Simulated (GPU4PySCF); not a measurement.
A structure optimised at PBE-D3(BJ)/def2-TZVP, used in a GPU4PySCF frequency run:

```
S
C 1 1.8785
C 2 1.5226 1 112.14
H 3 1.0983 2 111.56 1 59.94
H 3 1.0984 4 108.70 2 122.27
H 3 1.1020 4 108.30 5 117.00
C 2 1.5277 3 110.76 4 -178.18
H 7 1.0984 2 111.14 3 179.38
H 7 1.0993 8 108.39 2 -121.84
H 7 1.1022 8 108.59 9 -117.15
C 2 1.5320 3 111.28 4 -54.07
H 11 1.0994 2 111.42 3 56.50
H 11 1.0997 12 108.53 2 -123.01
H 11 1.1010 12 108.12 13 -116.86
S 1 2.0447 2 106.61 3 61.79
C 15 1.8785 1 106.61 2 -110.04
C 16 1.5226 15 112.14 1 61.79
H 17 1.0983 16 111.56 15 59.94
H 17 1.0984 18 108.70 16 122.27
H 17 1.1020 18 108.30 19 117.00
C 16 1.5277 17 110.76 18 -178.18
H 21 1.0984 16 111.14 17 179.38
H 21 1.0993 22 108.39 16 -121.84
H 21 1.1022 22 108.59 23 -117.15
C 16 1.5320 17 111.28 18 -54.07
H 25 1.0994 16 111.42 17 56.50
H 25 1.0997 26 108.53 16 -123.01
H 25 1.1010 26 108.12 27 -116.86
```
Charge 0, spin multiplicity 1.

Question: Write its SMILES, formula and point group.

Answer: CC(C)(C)SSC(C)(C)C, C₈H₁₈S₂, C2

Question: What are its rotational constants (standard atomic weights)?

Answer: 1.7858, 0.55461, 0.54691 GHz
